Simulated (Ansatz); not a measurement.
The cluster Hg₃S₂, relaxed as a quintet with UKS B3LYP-D4/def2-SVP in Ansatz, starting from the B3LYP-D4/def2-SVP geometry of the neutral singlet. Force threshold 0.02 eV/Å.

In the def2 sets Hg takes a core potential; there is no spin–orbit coupling. In the quintet geometry the species has come apart into loosely held pieces. The relaxation made no stability test and no search for a lower SCF solution. At B3LYP-D4/def2-SVP a triplet of charge 0 lies 3.05 eV below the quintet, each at its own geometry. Another isomer (singlet) lies 0.16 eV lower at PBE0-D4/def2-TZVP.

Start:

```tsv
atom	x (Å)	y (Å)	z (Å)
Hg1	1.8386	2.9070	-0.8719
Hg2	-2.2108	-3.5325	1.0465
Hg3	-0.6809	-1.0696	0.3210
S4	1.2315	0.6739	0.6634
S5	-0.1783	1.0212	-1.1590
```

**Question.** Estimate the energy that the relaxation releases and the steps that it takes.

**Answer.** 96.5 kJ/mol, in 13 steps; 49 s on 4 threads of Arm Neoverse V2 on a shared host. The force fell under the threshold at step 12, but the optimiser went on. No frequencies were taken in this run, so the end may be a saddle point.

**Question.** Does the start keep its bonding?

**Answer.** Bonds lost: Hg2–Hg3, Hg3–S5 (atoms count from 1). The end holds 2 separate pieces.

**Question.** Predict the relaxed structure.

**Answer.** 
```csv
atom,x (Å),y (Å),z (Å)
Hg1,2.073,3.545,-1.257
Hg2,-2.902,-4.526,1.230
Hg3,-0.609,-1.306,0.681
S4,1.291,0.666,0.753
S5,0.146,1.621,-1.407
```
Bond lengths (bridged metal pairs left out): 2 × Hg–S 2.73 to 2.74 Å.
